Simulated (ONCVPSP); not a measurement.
**Pseudopotential generation for C: ONCV, PBEsol, scalar-relativistic.**

```
Element                 : C
Generator               : ONCVPSP 4.0.1
Type                    : optimised norm-conserving Vanderbilt (ONCV)
Functional              : PBEsol
Relativity              : scalar-relativistic
Frozen core             : [He]
Valence charge          : 4
Reference configuration : 2s2 2p2
Partial waves           : 2s: rc 1.20 bohr, ncon 4, nbas 7, qcut 4.7 1/bohr, 1 projector; 2p: rc 2.70 bohr, ncon 3, nbas 7, qcut 6.1 1/bohr, 2 projectors, debl 1.9 Ha; d scattering state at 0.04 Ha: rc 2.70 bohr, ncon 4, nbas 7, qcut 3.6 1/bohr, 2 projectors, debl 0.5 Ha
Local potential         : polynomial inside 1.10 bohr (lpopt 3, dvloc0 2 Ha)
Core correction         : polynomial model core, fcfact 0.45
```

Poles of the logarithmic derivatives, all-electron (AE) and pseudo (PS). s: poles at 3.2 (AE) and 2.9 (PS) Ha. p: poles at -0.0, 2.0 (AE) and -0.0, 2.0 (PS) Ha. d: poles at 1.4, 4.2 (AE) and 1.4, 3.8 (PS) Ha. Test radii: s 1.22, p 2.74, d 2.74 bohr.

- Cutoffs needed: 53 Ha and 79 Ha (the cutoffs (Ha) at which the residual kinetic energy of the hardest occupied pseudo-wave falls to 1 and 0.1 mHa per electron)
- Ghost test: no bound ghost flagged; no localised positive-energy state flagged
- Largest excitation error: +1284 meV (all-electron minus pseudo) for 2s1 2p0, out of 4 test configurations
- rms error of d²Exc/dni dnj: 1.27 mHa without and 1.10 mHa with the model core
